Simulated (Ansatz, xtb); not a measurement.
# Two structures of BFHLiSi

Structure a: a triplet given by its coordinates. Structure b: a singlet given by its coordinates. Both are isolated molecules in the gas phase, relaxed with PBE0-D3(BJ)/def2-SVP.

a (Å):

```
atom    x (Å)    y (Å)    z (Å)
   B  -0.5300  -0.4676  -0.5592
   F   0.5716   0.3630  -0.9566
  Li   1.1185   0.5459   0.7373
  Si  -0.8166  -0.9069   1.3846
   H  -1.1719  -0.8054  -1.5321
```

Close contacts (Å): B1–F2 1.44, B1–Li3 2.33, B1–Si4 2.01, F2–Li3 1.79, Li3–Si4 2.50, B1–H5 1.21.

b (Å):

```xyz
5

B    -0.5961   -0.2877   -0.4559
F     0.2179    0.8429   -0.8231
Li    1.3491    0.0673    0.3777
Si   -1.0810   -0.7829    1.3263
H    -0.7182   -1.1105   -1.3510
```

Close contacts (Å): B1–F2 1.44, B1–Li3 2.15, B1–Si4 1.91, F2–Li3 1.82, Li3–Si4 2.74, B1–H5 1.22.

Estimate E(b) − E(a) at the level CCSD(T)/def2-TZVPP.

Too close to call at this level: CCSD(T)/def2-TZVPP gives E(b) − E(a) = +0.67 kcal/mol.

How the difference moves with the method:

```tsv
level	geometry	E(b) − E(a) (kcal/mol)	departure from the last row (kcal/mol)	job, with rough time for the two
PBE0-D3(BJ)/def2-SVP	PBE0-D3(BJ)/def2-SVP	+3.33	+2.66	optimisation, 2.5 min
HF/def2-TZVPP	PBE0-D3(BJ)/def2-SVP	+17.52	+16.84	part of the CCSD(T) run
MP2/def2-TZVPP	PBE0-D3(BJ)/def2-SVP	+1.76	+1.08	part of the CCSD(T) run
CCSD(T)/def2-TZVPP	PBE0-D3(BJ)/def2-SVP	+0.67		single point, 3.6 min
```

The largest departure from CCSD(T)/def2-TZVPP is that of HF/def2-TZVPP, 16.84 kcal/mol. Levels run at GFN2-xTB geometries aren't shown.

With harmonic frequencies from PBE0-D3(BJ)/def2-SVP (ideal gas, rigid rotor, one conformer each, 298.15 K, 1 atm): the zero-point term adds −0.10 kcal/mol; ΔH is +0.62 and ΔG +1.10 kcal/mol.

Open shells are spin-unrestricted. The closed-shell singlet above a triplet ground state is poorly described by one determinant. The correlated steps freeze 7 core orbitals; the last core shell of Li is correlated, in a basis made for valence electrons. ΔG holds the spin degeneracy. Mirror images aren't counted in ΔG. Codes used: Ansatz 0.2.0; the last row on 1 thread of AMD EPYC (Zen 3) on a shared host.
